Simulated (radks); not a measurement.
Values are calculated unless marked as measured or tabulated.
Q: Valence configurations of Mg (all share [Ne]). Level of theory: scalar-relativistic Kohn-Sham, BLYP, spin-polarised, spherical densities, finite nucleus; open shells are filled with parallel spins first; Fermi nuclear charge, rms radius 3.057 fm (a radial shooting solver on a logarithmic mesh with Libxc functionals). Order these by energy: 3s1 3p1; 3s2; 3s1.5 3p0.5; 3s0.5 3p1.5; 3p2.

A: From the lowest, in eV above it: 3s2 0.000; 3s1.5 3p0.5 1.594; 3s1 3p1 2.958; 3s0.5 3p1.5 4.863; 3p2 6.802. NIST lists [Ne] 3s2 as the ground configuration; this level of theory agrees among the configurations tried. The energies are those of spherical high-spin densities, not of single terms.
